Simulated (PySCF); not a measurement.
# Ionising AsH

UHF-CCSD(T); PySCF, scalar-relativistic core potentials, basis sets As cc-pVTZ-PP with ECP10, H cc-pVTZ. Neutral (UHF): triplet (π ↑↑), Re = 1.519 Å, ωe = 2198 cm⁻¹, De = 2.83 eV.

AsH⁺ (UHF): doublet (π ↑), Re = 1.519 Å, ωe = 2241 cm⁻¹, De = 3.12 eV to As⁺ + H. The energies at the minima are -331.96464 hartree for AsH and -331.60943 for AsH⁺.

Work out the adiabatic ionisation energy, without and with harmonic zero-point energies (1 hartree = 27.2114 eV, 1 eV = 8065.5 cm⁻¹), and the change of the bond length.

At UHF-CCSD(T): 0.35521 hartree = 9.666 eV between the minima; the zero-point term (2241.0 − 2198.0)/2 cm⁻¹ = +0.003 eV makes it 9.668 eV. Re changes by +0.0 pm against the neutral. The electron leaves a π orbital, which is non-bonding in a hydride.

Correlated steps freeze 4 core orbitals. Spin–orbit coupling is left out. For an ion De counts to the pair picked by the measured ionisation energies or electron affinities, which need not be the lowest pair at this level. States were picked by a PBE0 search and need not be the measured ground states.
